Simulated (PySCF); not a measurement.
# Reading the logs of faulty runs: AlGeH3O2

Calculated results; nothing here was measured. The program is PySCF 2.14.0, an open-source quantum chemistry code, run on an isolated molecule that a program drew, which may never have been made. The molecule is AlGeH3O2 (charge 0, singlet), drawn as the SMILES string `[OH][Ge][O][AlH2]`.

Each row is a Hartree-Fock (HF) and frozen-core CCSD(T) single point in the cc-pV(D+d)Z basis, meant for a local HF minimum. Run 1 is clean. Each other run has one planted mistake out of seven kinds, and not every kind appears here: one electron removed, one electron added, multiplicity raised by two, geometry at a saddle point, minimal basis STO-3G, one bond length entered in bohr, all coordinates scaled. The reference is restricted for singlets and unrestricted otherwise, and also for a bond in bohr. Adding or removing an electron swaps singlet and doublet. Electrons count all cores. HOMO and LUMO are orbital energies over both spins, the gradient is its largest component, and the lowest frequency (negative if imaginary) is given only where the gradient is small. Bond lengths are over the 6 bonds as drawn. T1 is the CCSD diagnostic: over 0.02 (restricted) or 0.045 (unrestricted) a single reference is doubtful. Germanium has the cc-pVDZ-PP basis, with a core potential (ECP10MDF) in place of its 10 inner electrons, and its 3s, 3p and 3d shells are frozen in CCSD(T).

Geometry of the clean run:
```xyz
7
AlGeH3O2, angstrom
O    -1.5178    1.1811    1.9277
Ge   -0.0322    0.8690    1.0013
O    -0.6504    1.2308   -0.6281
Al   -0.9357    1.4995   -2.2659
H    -2.2753    1.4526    1.4250
H    -1.4394    0.3023   -3.1586
H    -0.6963    2.9416   -2.8551
```

```
run  electrons  basis functions  <S^2>  HOMO (eV)  LUMO (eV)  gradient (hartree/bohr)  lowest frequency (cm^-1)  mean bond (Å)  longest bond (Å)      T1  HF (hartree)  CCSD(T) (hartree)               mistake
  1         64               89  0.000     -10.27       1.65                  4.8e-06                        46         1.5572             1.780  0.0190    -686.87726         -687.43415              no fault
  2         65               89  0.768       0.31       5.34                  7.3e-02                         -         1.5572             1.780  0.0202    -686.83997         -687.39999    one electron added
  3         63               89  0.775     -15.35      -8.30                  7.3e-02                         -         1.5572             1.780  0.0304    -686.53701         -687.07790  one electron removed
  4         64               89  2.007      -7.07      -0.90                  2.6e-02                         -         1.5572             1.780  0.0207    -686.76693         -687.29778                     ?
  5         64               89  0.000     -10.03       1.46                  4.9e-05                      -111         1.5575             1.791  0.0186    -686.87378         -687.43078                     ?
```

**Which mistake was planted in run 4, and what did it cost?**

Electrons, basis and geometry are unchanged, and <S^2> is 2.007, beside S(S+1) = 2.00 for a multiplicity of 3. So the mistake is: multiplicity raised by two. Subtracting run 1 and multiplying by 627.51 kcal/mol a hartree, the energy moved by 69.2 kcal/mol in HF and 85.6 kcal/mol in CCSD(T).

**Which mistake was planted in run 5, and what did it cost?**

The gradient is small, so the point is stationary, but the lowest frequency is imaginary (-111 cm^-1). So the mistake is: geometry at a saddle point. Subtracting run 1 and multiplying by 627.51 kcal/mol a hartree, the energy moved by 2.2 kcal/mol in HF and 2.1 kcal/mol in CCSD(T).

Cautions from the logs. Run 2: the HOMO is above zero, so the electron isn't bound and the energy depends on the basis.
